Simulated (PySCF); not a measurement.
HCl3HfO (SMILES [OH][Hf]([Cl])([Cl])[Cl]), singlet, at a GFN2-xTB geometry (such geometries of metal compounds can be far from the true shape) (core potentials on Hf). Base run: CAMB3LYP/def2-SVP (PySCF).

The PySCF input:
```python
from pyscf import gto, scf, dft

mol = gto.Mole()
mol.atom = '''
    Hf   -0.14925711    0.14034048    0.03130687
    Cl    1.67998636    1.13370639   -0.80467477
    Cl    0.56239264   -0.67929444    1.99434686
    Cl   -0.64878279   -1.60501277   -1.29865558
    O    -1.72626897    1.07595861    0.00766214
    H    -2.53447159    0.84803059   -0.46267216
'''
mol.basis = 'def2-svp'
mol.ecp = {'Hf': 'def2-svp'}
mol.verbose = 4
mol.build()

mf = dft.RKS(mol)
mf.xc = 'camb3lyp'
mf.kernel()
```

Each row names what was changed in the base input (with any setting that the change needs).

| change | ΔE vs base (µEh) | dipole (D) | outcome |
|---|---|---|---|
| base | 0.0 | 2.64 | converged |
| auxbasis = def2-svp-ri | - | - | input refused |
| auxbasis = def2-tzvp-ri | - | - | input refused |
| auxbasis = cc-pvtz-ri | - | - | input refused |
| only_dfj = on; auxbasis = def2-universal-jfit | -338 | 2.64 | converged |
| auxbasis = cc-pvqz-jkfit | - | - | input refused |
| auxbasis = even-tempered beta=2.0 | (withheld) | 2.64 | converged |
| auxbasis = autoaux | -1.3 | 2.64 | converged |
| exchange = seminumerical (SGX) (with mf = sgx.sgx_fit(mf, auxbasis='def2-universal-jfit'); with mf.with_df.dfj = True) | -310 | 2.64 | converged |
| auxbasis = cc-pvtz-jkfit | - | - | input refused |

Q: Complete the blanks.

A: 
- auxbasis = even-tempered beta=2.0, ΔE vs base (µEh): -166

A fitting set is made for a task (jfit for Coulomb, jkfit for Coulomb and exchange, ri for correlation) and for a family of orbital bases.

- auxbasis = def2-svp-ri: ended with `pyscf.lib.exceptions.BasisNotFoundError: Basis set not found for Hf in def2-svp-ri`
- auxbasis = def2-tzvp-ri: ended with `pyscf.lib.exceptions.BasisNotFoundError: Basis set not found for Hf in def2-tzvp-ri`
- auxbasis = cc-pvtz-ri: ended with `pyscf.lib.exceptions.BasisNotFoundError: Basis set not found for Hf in cc-pvtz-ri`
